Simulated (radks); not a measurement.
The numbers below are computed, except where a source is named.
Q: These are the eigenvalues of the occupied orbitals of an atom or ion with whole-number occupations (eV). Code: a radial shooting solver on a logarithmic mesh with Libxc functionals. Model: scalar-relativistic Kohn-Sham, PBE, spin-unpolarised, spherical densities, point nucleus.

| orbital | eigenvalue |
|---|---|
| 1s | -29504.97 |
| 2s | -4864.113 |
| 2p | -4417.416 |
| 3s | -1306.675 |
| 3p | -1160.396 |
| 3d | -937.5796 |
| 4s | -537.0775 |
| 4p | -486.0214 |

Which element is it, and in what charge state? The configuration may be excited.

A: Z = 50, tin, charge +18: Sn18+ in [Ar] 3d10 4s2 4p2. The list shows which subshells hold electrons but not how many an open one holds; the 1s level, -1084.3 hartree, gives Z - s = 46.6 by -(Z - s)^2/2, which with screening and relativity narrows Z to a few neighbours, and the depths of the outer levels then fix element, charge and occupations together.
